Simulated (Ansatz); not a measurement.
Species: C₆H₁₁ (charge 0, doublet). It need not be the lowest isomer of its formula. 
Coordinates optimised at B3LYP-D3(BJ)/def2-TZVP (Ansatz, an electronic-structure program):
```xyz
17

C      1.9896    -1.2114    -0.4339
C      1.6772    -0.0108     0.4026
C      0.4647     0.6385     0.5676
C     -0.8064     0.3577     0.0848
C     -1.9254     1.3199     0.3408
C     -1.1809    -0.8511    -0.7192
H      1.4867    -1.1881    -1.4017
H      3.0629    -1.2766    -0.6175
H      1.6962    -2.1474     0.0572
H      2.5132     0.4108     0.9484
H      0.5220     1.5341     1.1814
H     -2.3617     1.6749    -0.6009
H     -2.7429     0.8402     0.8917
H     -1.5966     2.1907     0.9077
H     -1.1615    -0.6365    -1.7953
H     -0.5279    -1.7007    -0.5417
H     -2.2040    -1.1577    -0.4854
```
Charge 0, spin multiplicity 2.

Property: atomisation energy (electronic, to ground-state atoms), in eV. Valence correlation only, unless marked. Open shells are spin-unrestricted. Spin-orbit coupling is left out. No relativistic terms. The coupled-cluster limit lacks core correlation, which all-electron functionals hold. Basis-set limits of correlation are two-point, X^-3; Hartree-Fock from the larger set. [CCSD(T)-MP2]/basis is that difference in the basis named.

| level | program | atomisation energy (eV) | minus last row |
|---|---|---|---|
| HF/cc-pVDZ | Ansatz | 53.90 | -17.71 |
| PBE/def2-TZVPD | Ansatz | 73.04 | 1.43 |
| revPBE-D4/def2-TZVPD | Ansatz + dftd4 | 71.88 | 0.27 |
| r2SCAN-D3(BJ)/def2-TZVPD | Ansatz + dftd3 | 72.15 | 0.54 |
| B3LYP-D4/def2-TZVPD | Ansatz + dftd4 | 71.93 | 0.32 |
| PBE0/def2-QZVPP | Ansatz | 72.27 | 0.66 |
| wB97X-V/def2-TZVPD | Ansatz | 71.71 | 0.10 |
| B2GP-PLYP-D3(BJ)/def2-TZVPD | Ansatz + dftd3 | 70.93 | -0.68 |
| B2GP-PLYP-D4/def2-TZVPD | Ansatz + dftd4 | 70.88 | -0.73 |
| B2PLYP-D3(BJ)/def2-TZVPD | Ansatz + dftd3 | 71.16 | -0.45 |
| B2PLYP-D4/def2-TZVPD | Ansatz + dftd4 | 71.13 | -0.48 |
| RPA@PBE/cc-pVQZ | Ansatz | 67.86 | -3.75 |
| MP2/STO-3G | Ansatz | 73.43 | 1.82 |
| MP2/6-31G | Ansatz | 62.73 | -8.88 |
| RI-MP2/cc-pVTZ | Ansatz | 70.52 | -1.09 |
| RI-MP2/CBS(cc-pVTZ,cc-pVQZ) | Ansatz | 72.06 | 0.45 |
| SCS-MP2/STO-3G | Ansatz | 73.79 | 2.18 |
| SCS-MP2/cc-pVDZ | Ansatz | 66.84 | -4.77 |
| CCSD(T)/cc-pVDZ | Ansatz | 66.87 | -4.74 |
| RI-MP2/CBS(cc-pVTZ,cc-pVQZ)+[CCSD(T)-MP2]/cc-pVDZ | Ansatz | 71.62 | 0.01 |
| RI-MP2/CBS(cc-pVTZ,cc-pVQZ)+[CCSD(T)-MP2]/cc-pVTZ | Ansatz | 71.61 | 0.00 |

The UHF reference is spin-contaminated (<S^2> 0.20 over the pure value in the largest basis).
